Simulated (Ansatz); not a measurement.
C2H5AlFNO, SMILES `[CH3][Al]1[NH]C(F)[O]1`, relaxed with RKS PBE0-D4/def2-TZVP in Ansatz 0.2.0 from a PBE-D4/def2-SVP geometry. The force threshold is 0.005 eV/Å; the program also tests the step.

Charge 0, multiplicity 1.

Start:

```xyz
11

C    -1.676   -0.858    1.327
Al   -0.250   -0.215    0.176
N     0.550    1.254   -0.463
C     1.515    0.377   -1.091
F     1.455    0.464   -2.482
O     1.148   -0.910   -0.676
H    -2.613   -0.289    1.155
H    -1.409   -0.745    2.399
H    -1.885   -1.932    1.142
H     0.584    2.253   -0.659
H     2.580    0.600   -0.830
```

Q: By how much does the energy fall, and how many steps does the optimiser take? (Best estimate.)

A: Computed: 5.68 kJ/mol, in 18 steps, 1 of them rejected.

Q: Which bonds change most? (An estimate is asked.)

A: The calculation gave: Al2–O6 from 1.779 to 1.744 Å; Al2–N3 from 1.791 to 1.767 Å; C4–H11 from 1.118 to 1.097 Å.

Q: Give the relaxed structure. (Best estimate.)

A: The calculation gave: 
```xyz
11

C    -1.658   -0.849    1.314
Al   -0.235   -0.203    0.188
N     0.508    1.243   -0.505
C     1.511    0.382   -1.063
F     1.478    0.398   -2.447
O     1.165   -0.883   -0.600
H    -2.536   -0.201    1.258
H    -1.340   -0.887    2.360
H    -1.960   -1.858    1.024
H     0.522    2.220   -0.731
H     2.544    0.639   -0.798
```
